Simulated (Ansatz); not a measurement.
CH$_{7}$NSSi, SMILES `NCS[SiH3]`. The species carries charge 0 and has multiplicity 1.

```xyz
11

N    -0.7002    0.1137    2.1186
C    -0.4416   -0.3830    0.7940
S    -0.7450    0.9810   -0.3921
Si    0.5657    0.3750   -1.9500
H    -0.7560   -0.6435    2.7871
H     0.0183    0.7602    2.4165
H    -1.1435   -1.1892    0.5757
H     0.5772   -0.7587    0.6245
H     1.9560    0.2250   -1.4394
H     0.5062    1.4422   -2.9783
H     0.1629   -0.9229   -2.5565
```

Question: List the harmonic frequencies (cm⁻¹, unscaled) at PBE0-D4/def2-TZVP in Ansatz. (Best estimate.)

Answer: Computed: 45, 115, 159, 223, 357, 531, 618, 625, 691, 799, 910, 923, 937, 962, 1107, 1142, 1302, 1364, 1497, 1647, 2209, 2212, 2248, 2987, 3107, 3535, 3627.

Question: Is this a minimum?

Answer: Yes, all 27 modes are real.

Question: Give the ideal-gas thermochemistry at 298.15 K and 1 bar (rigid rotor, harmonic oscillator; point group C1, symmetry number 1).

Answer: Zero-point energy 214.6 kJ/mol; H(298) − E = 235.1 kJ/mol; entropy 344.3 J/(mol·K), of which translation 165.4, rotation 110.0, vibration 68.9; G(298) − E = 132.4 kJ/mol. Modes under 100 cm⁻¹ are hindered rotations or soft bends, so the harmonic entropy is rough.

Question: And at 400, 500, 600, 800 and 1000 K?

Answer: 
```
T (K)  H − E (kJ/mol)  S (J/mol/K)  G − E (kJ/mol)
  400           246.6        377.6            95.6
  500           260.0        407.3            56.4
  600           275.0        434.6            14.2
  800           308.9        483.2           -77.7
 1000           346.6        525.2          -178.6
```

Question: Rotational constants (cm⁻¹)?

Answer: 0.3947, 0.07154, 0.06441.
